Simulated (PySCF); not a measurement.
A calculated (UHF, PySCF 2.14, x2c-QZVPPall, scalar relativity by spin-free X2C-1e) atom or ion has these occupied shells.

```csv
shell,electrons,orbital energy (eV),"rms radius, mean of both spins (bohr)"
1s α,1,-8404.2,0.0624
1s β,1,-8404.1,0.0624
2s α,1,-1053.4,0.265
2s β,1,-1051.4,0.265
2p α,3,-902.63,0.238
2p β,3,-900.67,0.238
3s α,1,-140.31,0.795
3s β,1,-134.70,0.795
3p α,3,-94.593,0.848
3p β,3,-88.097,0.848
3d α,5,-21.296,1.11
3d β,3,-18.701,1.11
4s α,1,-10.461,3.09
4p α,1,-5.198,4.16
```

(1) Name the element and its charge.

Answers

(1) Ni (nickel, neutral), in [Ar] 3d8 4s1 4p1, one real determinant (an excited configuration).
